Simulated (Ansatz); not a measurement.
A trace of molecular dynamics of H4KOSi (7 atoms, charge 1, multiplicity 1).

Method: Ansatz, RKS PBE0-D4/def2-SVP.

```yaml
ensemble: NVE (velocity Verlet)
starting_velocities_drawn_for: 300 K
seed: 172831
```

```json
{"time (fs)": "0.0", "T (K)": "300", "potential energy less start (eV)": "0.000", "conserved less start (meV/atom)": "0.00"}
{"time (fs)": "16.0", "T (K)": "2332709", "potential energy less start (eV)": "13.000", "conserved less start (meV/atom)": "217205.12"}
{"time (fs)": "32.0", "T (K)": "2328706", "potential energy less start (eV)": "17.255", "conserved less start (meV/atom)": "217443.36"}
{"time (fs)": "48.0", "T (K)": "2626966", "potential energy less start (eV)": "25.373", "conserved less start (meV/atom)": "246141.05"}
{"time (fs)": "64.0", "T (K)": "2626320", "potential energy less start (eV)": "25.612", "conserved less start (meV/atom)": "246115.60"}
{"time (fs)": "80.0", "T (K)": "2626118", "potential energy less start (eV)": "25.914", "conserved less start (meV/atom)": "246140.01"}
{"time (fs)": "96.0", "T (K)": "2626072", "potential energy less start (eV)": "25.790", "conserved less start (meV/atom)": "246118.14"}
{"time (fs)": "112.0", "T (K)": "2625972", "potential energy less start (eV)": "25.934", "conserved less start (meV/atom)": "246129.38"}
{"time (fs)": "128.0", "T (K)": "2625738", "potential energy less start (eV)": "26.116", "conserved less start (meV/atom)": "246133.75"}
{"time (fs)": "144.0", "T (K)": "2625475", "potential energy less start (eV)": "26.219", "conserved less start (meV/atom)": "246124.24"}
{"time (fs)": "160.0", "T (K)": "2625323", "potential energy less start (eV)": "26.311", "conserved less start (meV/atom)": "246123.28"}
{"time (fs)": "176.0", "T (K)": "2625294", "potential energy less start (eV)": "26.388", "conserved less start (meV/atom)": "246131.63"}
{"time (fs)": "192.0", "T (K)": "2625291", "potential energy less start (eV)": "26.524", "conserved less start (meV/atom)": "246150.89"}
{"time (fs)": "208.0", "T (K)": "2625190", "potential energy less start (eV)": "27.360", "conserved less start (meV/atom)": "246260.83"}
{"time (fs)": "224.0", "T (K)": "2625243", "potential energy less start (eV)": "28.069", "conserved less start (meV/atom)": "246367.01"}
{"time (fs)": "240.0", "T (K)": "2759629", "potential energy less start (eV)": "31.420", "conserved less start (meV/atom)": "259253.43"}
{"time (fs)": "256.0", "T (K)": "2759336", "potential energy less start (eV)": "31.575", "conserved less start (meV/atom)": "259248.49"}
{"time (fs)": "272.0", "T (K)": "2759315", "potential energy less start (eV)": "31.587", "conserved less start (meV/atom)": "259248.45"}
{"time (fs)": "288.0", "T (K)": "2759315", "potential energy less start (eV)": "31.587", "conserved less start (meV/atom)": "259248.45"}
{"time (fs)": "304.0", "T (K)": "2759321", "potential energy less start (eV)": "31.584", "conserved less start (meV/atom)": "259248.44"}
{"time (fs)": "320.0", "T (K)": "2759329", "potential energy less start (eV)": "31.579", "conserved less start (meV/atom)": "259248.44"}
{"time (fs)": "336.0", "T (K)": "2759337", "potential energy less start (eV)": "31.574", "conserved less start (meV/atom)": "259248.44"}
{"time (fs)": "352.0", "T (K)": "2759345", "potential energy less start (eV)": "31.568", "conserved less start (meV/atom)": "259248.44"}
{"time (fs)": "368.0", "T (K)": "2759353", "potential energy less start (eV)": "31.563", "conserved less start (meV/atom)": "259248.44"}
{"time (fs)": "384.0", "T (K)": "2759361", "potential energy less start (eV)": "31.558", "conserved less start (meV/atom)": "259248.44"}
{"time (fs)": "400.0", "T (K)": "2759368", "potential energy less start (eV)": "31.554", "conserved less start (meV/atom)": "259248.44"}
```

Problem. Is this trajectory sound?

Solution. The conserved energy changed by up to 260000 meV per atom, so the integration failed: the time step of 4 fs is too long for the fastest motions that this run met, and the later frames carry no physical meaning.

Time of the run: 5.4 min on 1 CPU thread of a shared host.
